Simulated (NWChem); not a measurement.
# GeHF, singlet; SMILES [GeH][F]

```xyz
3

Ge     0.0450     0.3723     0.0000
H     -1.5580     0.5412     0.0000
F      0.0133    -1.3840     0.0000
```
Atoms are numbered in this order, from 1.

Low-valent species are run as closed-shell singlets; no triplet was tried in these runs. The geometry was optimised at PBE0/def2-SVP.

Symmetry labels are those of Cs in the frame above (b1 and b2, or b-type labels, depend on it).

**Question.** List the 4 lowest vertical singlet excitations from CAM-B3LYP/def2-SVPD, TDA (NWChem).

**Answer.** 
```json
[
 {"state": "S1", "energy (eV)": "3.05", "oscillator strength": "0.022", "symmetry": "a\"", "leading excitation (squared amplitude)": "HOMO → LUMO (0.98)"},
 {"state": "S2", "energy (eV)": "5.83", "oscillator strength": "0.053", "symmetry": "a'", "leading excitation (squared amplitude)": "HOMO → LUMO+1 (0.91)"},
 {"state": "S3", "energy (eV)": "6.86", "oscillator strength": "0.248", "symmetry": "a'", "leading excitation (squared amplitude)": "HOMO → LUMO+2 (0.94)"},
 {"state": "S4", "energy (eV)": "6.96", "oscillator strength": "0.048", "symmetry": "a\"", "leading excitation (squared amplitude)": "HOMO−1 → LUMO (0.92)"}
]
```
